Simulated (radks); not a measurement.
Task: Er2+, 66 electrons, occupied as [Kr] 4d10 4f12 5s1 5p6 5f1 (not the ground configuration). Method: scalar-relativistic Kohn-Sham, PBE, spin-polarised, spherical densities, point nucleus; open shells are filled with parallel spins first (spin-orbit coupling, left out, can overturn this in heavy ions); computed with a radial shooting solver on a logarithmic mesh with Libxc functionals. Some entries of the table are withheld. Estimate them.

orbital,occ.,eigenvalue (hartree),<r^2> (bohr^2),r(max) (bohr)
1s up,1,-2109.500,0.0005677,0.01286
1s down,1,-2109.496,0.0005677,0.01286
2s up,1,-355.1355,0.008832,0.07322
2s down,1,-355.1321,0.008832,0.07322
2p up,3,-314.1807,0.007186,0.05956
2p down,3,-314.1775,0.007186,0.05956
3s up,1,-80.26863,0.05802,0.2072
3s down,1,-80.23470,0.05800,0.2071
3p up,3,-67.81266,0.05843,0.2039
3p down,3,-67.77868,0.05839,0.2038
3d up,5,-52.23111,0.04874,0.1664
3d down,5,-52.20461,0.04870,0.1663
4s up,1,-16.58332,0.2918,0.4739
4s down,1,-16.51212,0.2917,0.4739
4p up,3,-12.49046,0.3312,0.4955
4p down,3,-12.41959,0.3310,0.4955
4d up,5,-7.01078,0.3966,0.5121
4d down,5,-6.93855,0.3962,0.5121
5s up,1,-2.82352,(1),(2)
5s down,0,-2.75389,(3),(4)
5p up,3,-1.85117,2.336,1.258
5p down,3,-1.79371,2.384,1.266
4f up,7,-1.04262,0.8190,0.5100
4f down,5,-0.96885,0.8408,0.5102
5f up,1,-0.23797,35.74,5.169

Result: 
(1) 5s up <r^2> (bohr^2): 1.707
(2) 5s up r(max) (bohr): 1.107
(3) 5s down <r^2> (bohr^2): 1.728
(4) 5s down r(max) (bohr): 1.110
